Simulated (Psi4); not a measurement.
Psi4 input (wB97X-D/6-311+G**):

```
memory 1500 MB

molecule {
-1 2
B     0.00005100    0.01358400    0.82045500
B    -0.00005100   -0.01358400   -0.82045500
H     1.01557100    0.03272400    1.49609700
H    -1.01538500    0.01682300    1.49648600
H     1.01538500   -0.01682300   -1.49648600
H    -1.01557100   -0.03272400   -1.49609700
symmetry c1
no_reorient
no_com
}

set {
  basis 6-311+G**
  reference uks
  scf_type pk
  dft_radial_points 99
  dft_spherical_points 590
  e_convergence 1e-8
  d_convergence 1e-7
  maxiter 150
}

e = energy('wb97x-d')
print_out(f'\nFINAL {e:.10f} DIPOLE {variable("CURRENT DIPOLE")[0]:.6f} {variable("CURRENT DIPOLE")[1]:.6f} {variable("CURRENT DIPOLE")[2]:.6f}\n')
```

Output:

```
   => Loading Basis Set <=

    Name: 6-311+G**
    Role: ORBITAL
    Keyword: BASIS
    atoms 1-2 entry B          line   108 file 6-311pgss.gbs
    atoms 3-6 entry H          line    42 file 6-311pgss.gbs

   => WB97X-D: Empirical Dispersion <=

    Chai and Head-Gordon Dispersion Correction
    Chai, J.-D.; Head-Gordon, M. (2010), J. Chem. Phys., 132: 6615-6620

        s6 =       1.000000

         ---------------------------------------------------------
                                   SCF
               by Justin Turney, Rob Parrish, Andy Simmonett
                          and Daniel G. A. Smith
                              UKS Reference
         ---------------------------------------------------------

  ==> Geometry <==

    Molecular point group: c1
    Full point group: Ci

    Geometry (in Angstrom), charge = -1, multiplicity = 2:

       Center              X                  Y                   Z               Mass
    ------------   -----------------  -----------------  -----------------  -----------------
         B            0.000051000000     0.013584000000     0.820455000000    11.009305360000
         B           -0.000051000000    -0.013584000000    -0.820455000000    11.009305360000
         H            1.015571000000     0.032724000000     1.496097000000     1.007825032230
         H           -1.015385000000     0.016823000000     1.496486000000     1.007825032230
         H            1.015385000000    -0.016823000000    -1.496486000000     1.007825032230
         H           -1.015571000000    -0.032724000000    -1.496097000000     1.007825032230

  Running in c1 symmetry.

  Rotational constants: A =      4.05493  B =      0.70670  C =      0.60182 [cm^-1]
  Rotational constants: A = 121563.83498  B =  21186.41654  C =  18042.01406 [MHz]
  Nuclear repulsion =   22.087750792966215

  Charge       = -1
  Multiplicity = 2
  Electrons    = 15
  Nalpha       = 8
  Nbeta        = 7

  ==> Algorithm <==

  SCF Algorithm Type is PK.
  DIIS enabled.
  MOM disabled.
  Fractional occupation disabled.
  Guess Type is SAD.
  Energy threshold   = 1.00e-08
  Density threshold  = 1.00e-07
  Integral threshold = 1.00e-12

  ==> Primary Basis <==

  Basis Set: 6-311+G**
    Blend: 6-311+G**
    Number of shells: 36
    Number of basis functions: 68
    Number of Cartesian functions: 70
    Spherical Harmonics?: true
    Max angular momentum: 2

  ==> DFT Potential <==

   => LibXC <=

    Version 7.1.2
    S. Lehtola, C. Steigemann, M. J. T. Oliveira, and M. A. L. Marques,  SoftwareX 7, 1–5 (2018) (10.1016/j.softx.2017.11.002)

   => Composite Functional: WB97X-D <=

    wB97X-D Hyb-GGA Exchange-Correlation Functional

    J.-D. Chai and M. Head-Gordon,  Phys. Chem. Chem. Phys. 10, 6615–6620 (2008) (10.1039/B810189B)

    Deriv               =              1
    GGA                 =           TRUE
    Meta                =          FALSE

    Exchange Hybrid     =           TRUE
    MP2 Hybrid          =          FALSE

   => Exchange-Correlation Functionals <=

    1.0000   wB97X-D range-separated functional

   => Exact (HF) Exchange <=

    0.7780            HF,LR [omega = 0.2000]
    0.2220               HF

   => LibXC Density Thresholds  <==

    XC_HYB_GGA_XC_WB97X_D:  1.00E-14

   => Molecular Quadrature <=

    Radial Scheme          =       TREUTLER
    Pruning Scheme         =           NONE
    Nuclear Scheme         =       TREUTLER

    Blocking Scheme        =         OCTREE
    BS radius alpha        =              1
    Pruning alpha          =              1
    Radial Points          =             99
    Spherical Points       =            590
    Total Points           =         338918
    Total Blocks           =           2504
    Max Points             =            256
    Max Functions          =             68
    Weights Tolerance      =       1.00E-15

  ==> Integral Setup <==

  Using in-core PK algorithm.
   Calculation information:
      Number of atoms:                   6
      Number of AO shells:              36
      Number of primitives:             62
      Number of atomic orbitals:        70
      Number of basis functions:        68

      Integral cutoff                 1.00e-12
      Number of threads:                 1

  Performing in-core PK
  Using 8259093 doubles for integral storage.
  We computed 220210 shell quartets total.
  Whereas there are 222111 unique shell quartets.

  Computing range-separated integrals for PK
  We computed 220210 wK shell quartets total.
  Whereas there are 222111 wK unique shell quartets.

  ==> DiskJK: Disk-Based J/K Matrices <==

    J tasked:                  Yes
    K tasked:                  Yes
    wK tasked:                 Yes
    Omega:               2.000E-01
    Schwarz Cutoff:          1E-12


  Cached 100.0% of DFT collocation blocks in 0.613 [GiB].

  Minimum eigenvalue in the overlap matrix is 2.2969121244E-04.
  Reciprocal condition number of the overlap matrix is 3.4458690613E-05.
    Using symmetric orthogonalization.

  ==> Pre-Iterations <==

  SCF Guess: Superposition of Atomic Densities via on-the-fly atomic UHF (no occupation information).

   -------------------------
    Irrep   Nso     Nmo
   -------------------------
     A         68      68
   -------------------------
    Total      68      68
   -------------------------

  ==> Iterations <==

                        Total Energy        Delta E     RMS |[F,P]|

   @UKS iter SAD:   -51.06578056275573   -5.10658e+01   0.00000e+00
   @UKS iter   1:   -51.89176319340185   -8.25983e-01   6.81541e-03 ADIIS/DIIS
   @UKS iter   2:   -52.00416057421020   -1.12397e-01   4.13638e-03 ADIIS/DIIS
   @UKS iter   3:   -52.06116901809777   -5.70084e-02   2.15933e-04 ADIIS/DIIS
   @UKS iter   4:   -52.06145897059931   -2.89953e-04   4.49206e-05 DIIS
   @UKS iter   5:   -52.06147889879687   -1.99282e-05   9.52268e-06 DIIS
   @UKS iter   6:   -52.06147996289231   -1.06410e-06   2.37167e-06 DIIS
   @UKS iter   7:   -52.06148003865669   -7.57644e-08   5.66332e-07 DIIS
   @UKS iter   8:   -52.06148004408971   -5.43302e-09   1.53192e-07 DIIS
   @UKS iter   9:   -52.06148004453696   -4.47251e-10   2.97353e-08 DIIS
  Energy and wave function converged.

  ==> Post-Iterations <==

   Electrons on quadrature grid:
      Nalpha   =    8.0000006218 ; deviation = 6.218e-07
      Nbeta    =    7.0000001059 ; deviation = 1.059e-07
      Ntotal   =   15.0000007277 ; deviation = 7.277e-07

   @Spin Contamination Metric:   1.900779101E-03
   @S^2 Expected:                7.500000000E-01
   @S^2 Observed:                7.519007791E-01
   @S   Expected:                5.000000000E-01
   @S   Observed:                5.000000000E-01

    Orbital Energies [Eh]
    ---------------------

    Alpha Occupied:

       1A     -6.598971     2A     -6.598438     3A     -0.405129
       4A     -0.319327     5A     -0.222406     6A     -0.162215
       7A     -0.153219     8A     -0.048993

    Alpha Virtual:

       9A      0.194569    10A      0.201054    11A      0.215683
      12A      0.222777    13A      0.229656    14A      0.230537
      15A      0.253504    16A      0.291329    17A      0.314794
      18A      0.376858    19A      0.392712    20A      0.421684
      21A      0.478245    22A      0.489258    23A      0.567282
      24A      0.584664    25A      0.649176    26A      0.669278
      27A      0.696237    28A      0.699447    29A      0.756045
      30A      0.768783    31A      0.834165    32A      0.842009
      33A      0.893552    34A      0.904010    35A      1.003367
      36A      1.045077    37A      1.156974    38A      1.234616
      39A      1.389532    40A      1.406471    41A      1.502992
      42A      1.537467    43A      1.569544    44A      1.739899
      45A      1.795304    46A      1.918702    47A      1.920938
      48A      2.012401    49A      2.046313    50A      2.130858
      51A      2.197448    52A      2.205386    53A      2.238791
      54A      2.261649    55A      2.341336    56A      2.382868
      57A      2.502762    58A      2.521958    59A      2.641913
      60A      2.851880    61A      2.857591    62A      2.945327
      63A      3.027566    64A      3.039021    65A      3.223691
      66A      3.233366    67A     14.689945    68A     15.087416

    Beta Occupied:

       1A     -6.596847     2A     -6.596381     3A     -0.381867
       4A     -0.309457     5A     -0.218366     6A     -0.160024
       7A     -0.143020

    Beta Virtual:

       8A      0.169842     9A      0.198799    10A      0.209459
      11A      0.231208    12A      0.236313    13A      0.238132
      14A      0.265707    15A      0.282279    16A      0.301712
      17A      0.353145    18A      0.383698    19A      0.395037
      20A      0.429011    21A      0.480910    22A      0.493164
      23A      0.567387    24A      0.585508    25A      0.669977
      26A      0.677825    27A      0.704957    28A      0.726433
      29A      0.758682    30A      0.763863    31A      0.842474
      32A      0.849984    33A      0.899856    34A      0.910170
      35A      1.033429    36A      1.074809    37A      1.178001
      38A      1.259870    39A      1.402225    40A      1.411177
      41A      1.521401    42A      1.559543    43A      1.571234
      44A      1.752042    45A      1.794930    46A      1.926780
      47A      1.932431    48A      2.021761    49A      2.047625
      50A      2.142813    51A      2.211950    52A      2.222972
      53A      2.242222    54A      2.291230    55A      2.342729
      56A      2.385334    57A      2.513055    58A      2.526231
      59A      2.653113    60A      2.851731    61A      2.860366
      62A      2.955451    63A      3.032418    64A      3.042884
      65A      3.230668    66A      3.244405    67A     14.700301
      68A     15.096811

    Final Occupation by Irrep:
              A
    DOCC [     7 ]
    SOCC [     1 ]
    NA   [     8 ]
    NB   [     7 ]

  @UKS Final Energy:   -52.06148004453696

   => Energetics <=

    Nuclear Repulsion Energy =             22.0877507929662151
    One-Electron Energy =                -115.0713271508143123
    Two-Electron Energy =                  47.3481069993531349
    DFT Exchange-Correlation Energy =      -6.4248964063614142
    Empirical Dispersion Energy =          -0.0011142796805844
    VV10 Nonlocal Energy =                  0.0000000000000000
    Total Energy =                        -52.0614800445369568

  UHF NO Occupations:
  HONO-2 :    6  A 1.9997149
  HONO-1 :    7  A 1.9995179
  HONO-0 :    8  A 1.0000000
  LUNO+0 :    9  A 0.0004821
  LUNO+1 :   10  A 0.0002851
  LUNO+2 :   11  A 0.0000844
  LUNO+3 :   12  A 0.0000513

Computation Completed

Properties will be evaluated at   0.000000,   0.000000,   0.000000 [a0]

Properties computed using the SCF density matrix

 Multipole Moments:

 ------------------------------------------------------------------------------------
     Multipole            Electronic (a.u.)      Nuclear  (a.u.)        Total (a.u.)
 ------------------------------------------------------------------------------------

 L = 1.  Multiply by 2.5417464519 to convert [e a0] to [Debye]
 Dipole X            :          0.0000000            0.0000000            0.0000000
 Dipole Y            :         -0.0000000            0.0000000           -0.0000000
 Dipole Z            :         -0.0000000           -0.0000000           -0.0000000
 Magnitude           :                                                    0.0000000

 ------------------------------------------------------------------------------------

FINAL -52.0614800445 DIPOLE 0.000000 -0.000000 -0.000000

*** Psi4 exiting successfully. Buy a developer a beer!
```

The dipole moment of an ion depends on the origin.

The geometry given is a B3LYP-D3(BJ)/def2-TZVP minimum.
